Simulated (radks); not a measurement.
Values are calculated unless marked as measured or tabulated.
Question: Valence configurations of neutral europium (all share [Xe]). Code: a radial shooting solver on a logarithmic mesh with Libxc functionals. Model: Dirac Kohn-Sham, PBEsol, spin-unpolarised, spherical densities, finite nucleus; open shells fill j = l - 1/2 first; Fermi nuclear charge, rms radius 5.1115 fm. Order these by energy: 4f6.5 5d0.5 6s1 6p1; 4f4 5d1 6s1 6p3; 4f6 5d1 6s2; 4f6 6s2 6p1; 4f7 5d1 6s1; 4f6.5 5d0.5 6s2; 4f7 6s2; 4f6 5d0.5 6s1.5 6p1; 4f4 6s2 6p3; 4f5.5 5d0.5 6s2 6p1.

Answer: From the lowest, in eV above it: 4f7 6s2 0.000; 4f6.5 5d0.5 6s2 0.820; 4f7 5d1 6s1 2.076; 4f6 5d1 6s2 2.746; 4f6.5 5d0.5 6s1 6p1 3.323; 4f6 6s2 6p1 4.620; 4f6 5d0.5 6s1.5 6p1 4.926; 4f5.5 5d0.5 6s2 6p1 8.655; 4f4 5d1 6s1 6p3 39.212; 4f4 6s2 6p3 42.754. NIST lists [Xe] 4f7 6s2 as the ground configuration; this level of theory agrees among the configurations tried. The energies are those of spherical spin-averaged densities, not of single terms.
